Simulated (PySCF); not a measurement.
**Bi (bismuth, neutral) across methods**

[Xe] 4f14 5d10 6s1 6p4, high-spin 4P determinant (an excited configuration). All numbers are calculated (PySCF 2.14, the spin-free X2C one-electron Hamiltonian (Gaussian nucleus), in aug-cc-pwCVTZ-DK3).

| method | E (hartree) | mean ε 6s α (eV) | mean ε 6p α (eV) | mean ε 6p β (eV) | Σ⟨r²⟩ (bohr²) | ⟨S²⟩ |
| --- | --- | --- | --- | --- | --- | --- |
| r2SCAN | -21533.01 | -16.959 | -6.352 | -4.345 | 77.16 | 3.770 |
| LDA | -21520.06 | -16.267 | -6.011 | -4.529 | 77.26 | 3.755 |
| PBE | -21533.10 | -16.068 | -5.912 | -4.348 | 77.53 | 3.757 |
| UHF | -21526.78360 | -23.049 | -9.824 | -5.612 | 79.28 | 3.802 |
| PBE0 | -21532.78 | -17.972 | -7.001 | -4.947 | 77.29 | 3.761 |

Spin-orbit coupling is strong in this species (close to jj coupling), so the high-spin LS determinant is a model state, not a physical level.
